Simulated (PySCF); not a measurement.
SeF₄, SMILES F[Se](F)(F)F.

Geometry optimised at PBE0-D3(BJ)/def2-SVP. The geometry has at least one imaginary mode, so it is a saddle point at that level. The isomer is the one that the SMILES or the coordinates give; other isomers of the formula were not compared.

Two levels are set side by side: TDA-PBE/def2-SVPD (PySCF) and TDA-B3LYP/def2-SVPD (PySCF). Vertical, same geometry. The lowest singlet is HOMO−1→LUMO 100 % with PBE and HOMO→LUMO 99 % with the other functional; states are paired by order. Differences are taken from unrounded values.

| quantity | TDA-PBE |
|---|---|
| lowest singlet excitation (eV) | 5.84 |
| lowest triplet excitation (TDA) (eV) | 5.40 |

Q: These are the TDA-PBE values. What does TDA-B3LYP give? (The exact figures need the calculation; the answer reports its results.)

A: 
```
quantity                              TDA-B3LYP  TDA-PBE minus TDA-B3LYP
------------------------------------  ---------  -----------------------
lowest singlet excitation (eV)             6.39                    -0.56
lowest triplet excitation (TDA) (eV)       5.70                    -0.30
```

Functionals without exact exchange tend to place singlet excitations lower, as here. Differences between two approximate levels are no errors against the true value.

Rough cost on one machine, each run with all the roots and properties that it gave: TDA-B3LYP against TDA-PBE about 3 times.
